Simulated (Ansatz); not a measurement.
BrHMg (SMILES [MgH][Br]) moved off its minimum; all values from Ansatz (a first-principles code), cores frozen in correlated methods.
(charge 0, multiplicity 1)
```xyz
3

Mg     0.0133    -0.0164    -1.6876
H      0.0191    -0.0307    -3.3539
Br    -0.0262     0.0452     0.6320
```

```tsv
level	largest force (eV/Å)	on atom	rms difference from CCSD(T)/def2-TZVPPD (eV/Å)	dipole (D)
HF/def2-TZVPP	0.34	Br3	0.028	1.51
PBE/def2-TZVPP	0.35	Br3	0.040	1.37
r2SCAN/def2-TZVPP	0.23	H2	0.086	1.40
B3LYP/def2-TZVPP	0.29	Br3	0.052	1.43
wB97M-V/def2-TZVPP	0.20	Br3	0.089	1.47
MP2/def2-TZVPPD	0.39	Br3	0.022	1.43
CCSD(T)/def2-TZVPPD	0.41	Br3	0.000	1.45
```

The differences count from one level among others, with limits of its own. Forces at CCSD(T)/def2-TZVPPD (eV/Å):

```tsv
atom	Fx	Fy	Fz
Mg1	-0.006	0.008	-0.149
H2	0.008	-0.012	-0.260
Br3	-0.002	0.004	0.410
```
